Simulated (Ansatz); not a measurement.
Molecule: CH₆Cl₂OSi₂, net charge 0, singlet state. SMILES: C[SiH2]O[SiH](Cl)Cl
Structure (B3LYP-D3(BJ)/def2-TZVP (Ansatz, an electronic-structure program) minimum search):
```xyz
12

C     -2.4961    -0.6173     0.1888
Si    -1.7689     0.8393     1.0904
O     -0.1560     1.0012     0.7277
Si     1.0860     0.3490    -0.0540
Cl     0.6935     0.2709    -2.0692
Cl     1.4088    -1.5704     0.6052
H     -3.5574    -0.7203     0.4271
H     -2.4008    -0.4958    -0.8917
H     -1.9933    -1.5435     0.4733
H     -1.8725     0.6704     2.5563
H     -2.4287     2.1026     0.6950
H      2.2981     1.1374     0.1641
```

Parts of the frozen-core correlation energy in cc-pV(T+d)Z (Ansatz, hartree). Frozen orbitals: 22; correlated occupied orbitals by spin: 19 and 19; virtual: 259 and 259. Spin-orbit coupling is left out. No relativistic terms.

| term | value |
|---|---|
| reference (HF) | -1613.44345 |
| MP2 opposite-spin | … |
| MP2 same-spin | -0.24173 |
| CCSD correlation | … |
| (T) | … |
| T1 diagnostic | 0.010 |
| largest doubles amplitude | 0.014 |

Question: Fill in the missing entries.

Answer: 
- MP2 opposite-spin, value: -0.78526
- CCSD correlation, value: -1.09465
- (T), value: -0.04314
